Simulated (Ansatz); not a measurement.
Na14Cl14 (started as a model of: 2x2x7 NaCl rock-salt block). The state is a singlet with charge 0. Geometry r2SCAN-D4/def2-SVP, basis def2-TZVP, Ansatz.

```tsv
run	HOMO (eV)	LUMO (eV)
A	-7.91	-0.85
B	-6.88	-0.84
C	-11.11	0.61
D	-6.56	-1.45
```

Single mean-field runs in def2-TZVP are fitted with def2-universal-jkfit. Another isomer (singlet) lies 0.08 eV lower at PBE0-D4/def2-TZVP; other spin states weren't run for this one.

Problem. The runs used HF, PBE, PBE0, r2SCAN. Estimate which is which.

Solution. A PBE0 (25 % exact exchange); B r2SCAN (0 % exact exchange); C HF (100 % exact exchange); D PBE (0 % exact exchange). Exact exchange lowers occupied and raises empty levels; among semilocal functionals meta-GGAs tend to open the gap a little, and such runs are hard to tell apart. The gap grows from 5.10 eV (PBE) to 11.73 eV (HF).
